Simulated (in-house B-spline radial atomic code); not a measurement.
Results of a calculation; reference values are marked as such.
**Making a Troullier-Martins p channel for Si, r_c = 0.51 bohr**

Si, [Ne] 3s2 3p2, non-relativistic PBE, spherical and spin-unpolarised, from a B-spline radial code for spherical atoms (atomic units). The all-electron 2p level is ε = -3.512899 hartree and its outer maximum at 0.39 bohr.

Inside r_c the pseudo-orbital is u(r) = r^2 exp(p(r)), with p = c0 + c2 r² + c4 r⁴ + … + c12 r¹². The seven coefficients follow from p and its first four derivatives at r_c, from zero curvature of the screened potential at the origin, c4 = −c2²/(2l + 5), and from the norm inside r_c. At r_c the all-electron orbital has P = 1.231207, P' = -1.137712, the screened potential V = -9.654043, V' = 33.20589, V'' = -169.6538, and the norm inside is Q = 0.5349733.

**Question.** What are p, p' and p'' at r_c?

**Answer.** p = ln(P/r_c^2) = ln(1.231207/0.2601) = 1.55468. p' = P'/P − 2/r_c = -0.92406 − 3.92157 = -4.84563. The radial equation gives p'' = 2(V − ε) − 2(2) p'/r_c − p'² = -12.28229 − (-38.00495) − 23.48014 = 2.24252. Differentiating, p''' = 2V' + 2(2)p'/r_c² − 2(2)p''/r_c − 2p'p'' = -3.9633, and p'''' = 2V'' − 4(2)p'/r_c³ + 4(2)p''/r_c² − 2(2)p'''/r_c − 2p''² − 2p'p''' = 4.5175.

For a trial c2 the five matching conditions are linear in c0, c6, c8, c10 and c12, and c2 is varied until the norm inside r_c equals Q. The root nearest zero gives:

```
 n        c_n
 0   3.630897
 2   -11.1895
 4  -17.88643
 6   369.7003
 8  -1690.055
10   3464.758
12   -2747.22
```

**Question.** Check c4 and p(r_c), and find the screened pseudopotential at the origin.

**Answer.** −c2²/7 = -17.8864, as listed. The terms c_n r_c^n are 3.63090, -2.91039, -1.21005, 6.50535, -7.73504, 4.12453, -0.85062, which sum to 1.55468. Inverting the radial equation, V_l(r) = ε + 2 p'/r + (p'' + p'²)/2, so V_l(0) = ε + (2l + 3) c2 = -3.512899 + 5 × (-11.1895) = -59.4604 hartree, finite where the all-electron potential diverges.

Orbitals and screened potentials:

| r (bohr) | P | u | V all-electron | V pseudo |
| --- | --- | --- | --- | --- |
| 0.051 | 0.1587 | 0.09535 | -238.4 | -59.38 |
| 0.128 | 0.6108 | 0.5132 | -78.13 | -56.86 |
| 0.204 | 0.9855 | 0.9772 | -41.18 | -46.88 |
| 0.28 | 1.211 | 1.248 | -25.91 | -30.65 |
| 0.357 | 1.303 | 1.321 | -17.68 | -16.92 |
| 0.434 | 1.297 | 1.299 | -12.77 | -11.64 |
| 0.51 | 1.231 | 1.231 | -9.654 | -9.654 |

Logarithmic derivatives P'/P at R = 0.81 bohr, for energies E around ε:

```csv
E − ε (hartree),all-electron,pseudo
-0.5,-0.735256,-0.734819
-0.25,-1.24046,-1.24033
-0.1,-1.59325,-1.59324
0,-1.85411,-1.85413
0.1,-2.13914,-2.13913
0.25,-2.62067,-2.62045
0.5,-3.61287,-3.61151
```

**Question.** With P(R) = 0.7903098 and a norm of 0.8505802 inside R, what slope in energy does norm conservation fix?

**Answer.** d(P'/P)/dE = −2 × (norm inside R)/P(R)² = -2.7236 per hartree·bohr at E = ε, for both atoms, since orbital and norm agree at R. Differences over ±0.1 hartree give -2.7294 (all-electron) and -2.7295 (pseudo), which also hold third-order terms. Half a hartree below ε the two curves differ by +0.0004.
